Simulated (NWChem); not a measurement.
System: SiH₄O; SMILES O[SiH3]

```xyz
6

Si    -0.0200    -0.4951     0.0000
O     -0.0758     1.1698     0.0000
H      0.6823    -1.0322     1.2089
H     -1.4331    -0.9594     0.0000
H      0.6823    -1.0322    -1.2089
H      0.7664     1.6327     0.0000
```
Atoms are numbered in this order, from 1.

Program: NWChem. All runs use the structure optimised with PBE0/def2-SVP. B3LYP is NWChem's, with the RPA form of VWN correlation. Static field.

```csv
level,isotropic polarisability (bohr³),anisotropy (bohr³)
PBE/def2-SVPD,35.0,1.5
B3LYP/def2-SVPD,33.7,1.2
"LDA (Slater exchange, VWN5)/def2-SVPD",35.8,1.3
Hartree-Fock/def2-SVPD,30.6,1.0
```
